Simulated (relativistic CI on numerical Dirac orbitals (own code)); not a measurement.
## Ions with 15 electrons, Br20+ to Xe39+

Computed by Dirac-Coulomb-Breit CI, separate exchange-only KLI orbitals for each configuration, model QED, unscaled Slater integrals (own radial code, finite nucleus).

Configurations in the expansion (outside the closed core [Ne]): 3s2 3p3, 3s 3p4, 3s2 3p2 3d, 3p5, 3s 3p3 3d, 3s2 3p 3d2, 3s2 3d3, 3s 3p 3d3, 3p3 3d2, 3p2 3d3. Double excitations out of closed p, d and f shells are left out; levels of such configurations are missing from the list, as are those of other unlisted configurations, and high levels can miss mixing partners.

Energies above each ion's lowest level, in eV. Levels are followed by their leading LS label, which can pass from one level to another where the coupling changes.

```
  Ion  3s2 3p3 2D°_5/2  3s2 3p3 2P°_1/2  3s2 3p3 2P°_3/2  3s 3p4 4P_5/2  3s2 3p3 4S°_3/2
Br20+           12.374            17.91           24.464         63.106                0
Kr21+             13.6           19.366           27.169         66.708                0
Rb22+           14.998           20.996           30.209         70.497                0
Sr23+           16.583           22.813           33.612         74.486                0
Zr25+           20.373           27.072           41.614         83.116                0
Nb26+           22.604           29.541           46.268         87.781                0
Mo27+           25.078           32.253           51.394         92.693                0
Tc28+           27.808           35.222           57.021         97.864                0
Ru29+           30.808           38.464           63.178          103.3                0
Rh30+           34.094           41.991           69.897         109.02                0
Pd31+            37.68           45.821            77.21         115.02                0
Ag32+           41.583           49.969                0         121.32                 
Cd33+            45.82           54.453                0         127.91           38.677
In34+            50.41           59.291                0         134.79           43.043
Sn35+           55.371           64.501                0         141.95           47.785
Sb36+           60.724           70.104                0         149.36           52.924
Te37+           66.489            76.12                0         156.96           58.479
 I38+           72.688           82.572                0         164.67           64.471
Xe39+           79.343           89.481                0          172.4           70.924
```

The lowest level keeps the configuration 3s2 3p3 and J = 3/2 throughout.

Between Z = 51 and 54 the energy of 3s2 3p3 2D°_5/2 follows a local power law Z^4.7. For orientation: electrostatic splittings inside a shell grow about linearly with the screened charge, excitations that change n as its square, and fine structure as its fourth power; written in Z itself the exponents are larger, since the screened charge grows faster in proportion.
